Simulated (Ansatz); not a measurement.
`O[B](F)[GeH2][SiH3]` and `OB(F)O[SiH3]` differ in one atom or group.

Ansatz, PBE0-D4/def2-TZVP geometries, multiplicity 1. Each molecule was computed in one conformer, which needn't be the lowest.

Scalar relativity is left out up to krypton.

```tsv
property	`O[B](F)[GeH2][SiH3]`
LUMO energy (PBE0/def2-TZVPP) / eV	-0.67
HOMO–LUMO gap (B3LYP/def2-TZVPP) / eV	6.99
HOMO–LUMO gap (PBE/def2-TZVPP) / eV	5.35
LUMO energy (B3LYP/def2-TZVPP) / eV	-0.87
size of the dipole moment (PBE/def2-TZVPP) / D	1.88
HOMO energy (B3LYP/def2-TZVPP) / eV	-7.85
```

(1) What does the change do to each property? (Estimate.)

Answers

(1) Computed: 
| property | `OB(F)O[SiH3]` | shift |
| --- | --- | --- |
| LUMO energy (PBE0/def2-TZVPP) / eV | 0.02 | 0.69 |
| HOMO–LUMO gap (B3LYP/def2-TZVPP) / eV | 8.77 | 1.78 |
| HOMO–LUMO gap (PBE/def2-TZVPP) / eV | 6.93 | 1.58 |
| LUMO energy (B3LYP/def2-TZVPP) / eV | -0.26 | 0.61 |
| size of the dipole moment (PBE/def2-TZVPP) / D | 1.25 | -0.63 |
| HOMO energy (B3LYP/def2-TZVPP) / eV | -9.03 | -1.18 |

With PBE0 the HOMO falls by 1.18 eV and the LUMO rises by 0.69 eV, so the gap widens by about 1.87 eV. PBE moves the HOMO by -0.88 eV and ωB97M-V by -1.44 eV. Dipoles are sizes alone; their direction can turn.

B3LYP here is the variant with VWN-RPA as its local correlation; programs differ in this.
